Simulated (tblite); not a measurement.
Parent: `[CH3:1][S:2][c:3]1[cH:4][n:5][cH:6][n:7][n:8]1` with C1–S2–C3–C4 180°, C4H5N3S.

Structures optimised with GFN2-xTB, isolated species. One conformer each, not checked by frequencies here.

```json
{"coordinate of the parent": "C1–S2", "value": "1.813 Å"}
{"coordinate of the parent": "S2–C3", "value": "1.736 Å"}
{"coordinate of the parent": "C3–C4", "value": "1.411 Å"}
{"coordinate of the parent": "C4–N5", "value": "1.308 Å"}
{"coordinate of the parent": "N5–C6", "value": "1.338 Å"}
{"coordinate of the parent": "C6–N7", "value": "1.312 Å"}
{"coordinate of the parent": "N7–N8", "value": "1.304 Å"}
{"coordinate of the parent": "C3–N8", "value": "1.328 Å"}
{"coordinate of the parent": "C1–S2–C3", "value": "100.0°"}
{"coordinate of the parent": "S2–C3–C4", "value": "121.1°"}
{"coordinate of the parent": "S2–C3–N8", "value": "118.8°"}
{"coordinate of the parent": "C4–C3–N8", "value": "120.2°"}
{"coordinate of the parent": "C3–C4–N5", "value": "119.9°"}
{"coordinate of the parent": "C4–N5–C6", "value": "115.8°"}
{"coordinate of the parent": "N5–C6–N7", "value": "125.6°"}
{"coordinate of the parent": "C6–N7–N8", "value": "119.4°"}
{"coordinate of the parent": "C3–N8–N7", "value": "119.1°"}
```

Question: How does the shared frame change in `[CH3:1][S:2][c:3]1[cH:4][n:5][c:6]([SiH3:7])[n:8][n:9]1` with C1–S2–C3–C4 180°, C4H7N3SSi? Atoms pair as C1 = C1, S2 = S2, C3 = C3, C4 = C4, N5 = N5, C6 = C6, N7 = N8, N8 = N9 (parent first).

Answer: 
| parent | relative | value in the relative | change |
| --- | --- | --- | --- |
| C1–S2 | C1–S2 | 1.814 Å | +0.001 |
| S2–C3 | S2–C3 | 1.739 Å | +0.003 |
| C3–C4 | C3–C4 | 1.410 Å | -0.001 |
| C4–N5 | C4–N5 | 1.306 Å | -0.002 |
| N5–C6 | N5–C6 | 1.347 Å | +0.009 |
| C6–N7 | C6–N8 | 1.318 Å | +0.006 |
| N7–N8 | N8–N9 | 1.305 Å | +0.001 |
| C3–N8 | C3–N9 | 1.326 Å | -0.002 |
| C1–S2–C3 | C1–S2–C3 | 100.1° | +0.1 |
| S2–C3–C4 | S2–C3–C4 | 121.3° | +0.2 |
| S2–C3–N8 | S2–C3–N9 | 118.7° | -0.1 |
| C4–C3–N8 | C4–C3–N9 | 120.0° | -0.2 |
| C3–C4–N5 | C3–C4–N5 | 119.9° | 0.0 |
| C4–N5–C6 | C4–N5–C6 | 117.0° | +1.2 |
| N5–C6–N7 | N5–C6–N8 | 123.5° | -2.1 |
| C6–N7–N8 | C6–N8–N9 | 120.5° | +1.1 |
| C3–N8–N7 | C3–N9–N8 | 119.1° | 0.0 |

Of the parent's bonds, N5–C6 changes most (+0.009 Å). Bonds of the relative outside the shared frame: C6–Si7 1.892 Å. Point group Cs → Cs.

Question: How does the shared frame change in `[CH:1]#[C:2][c:3]1[n:4][cH:5][c:6]([S:7][CH3:8])[n:9][n:10]1` with C5–C6–S7–C8 180°, C6H5N3S? Atoms pair as C1 = C8, S2 = S7, C3 = C6, C4 = C5, N5 = N4, C6 = C3, N7 = N10, N8 = N9 (parent first).

Answer: 
```tsv
parent	relative	value in the relative	change
C1–S2	C8–S7	1.813 Å	0.000
S2–C3	S7–C6	1.736 Å	0.000
C3–C4	C6–C5	1.412 Å	+0.001
C4–N5	C5–N4	1.304 Å	-0.004
N5–C6	N4–C3	1.350 Å	+0.012
C6–N7	C3–N10	1.326 Å	+0.014
N7–N8	N10–N9	1.297 Å	-0.007
C3–N8	C6–N9	1.329 Å	+0.001
C1–S2–C3	C8–S7–C6	100.1°	+0.1
S2–C3–C4	S7–C6–C5	121.3°	+0.2
S2–C3–N8	S7–C6–N9	118.7°	-0.1
C4–C3–N8	C5–C6–N9	120.0°	-0.2
C3–C4–N5	C6–C5–N4	120.2°	+0.3
C4–N5–C6	C5–N4–C3	116.1°	+0.3
N5–C6–N7	N4–C3–N10	124.5°	-1.1
C6–N7–N8	C3–N10–N9	119.6°	+0.2
C3–N8–N7	C6–N9–N10	119.5°	+0.4
```

Of the parent's bonds, C6–N7 changes most (+0.014 Å). Bonds of the relative outside the shared frame: C1≡C2 1.201, C2–C3 1.416 Å. Point group Cs → Cs.

The numbers are calculated, not measured.
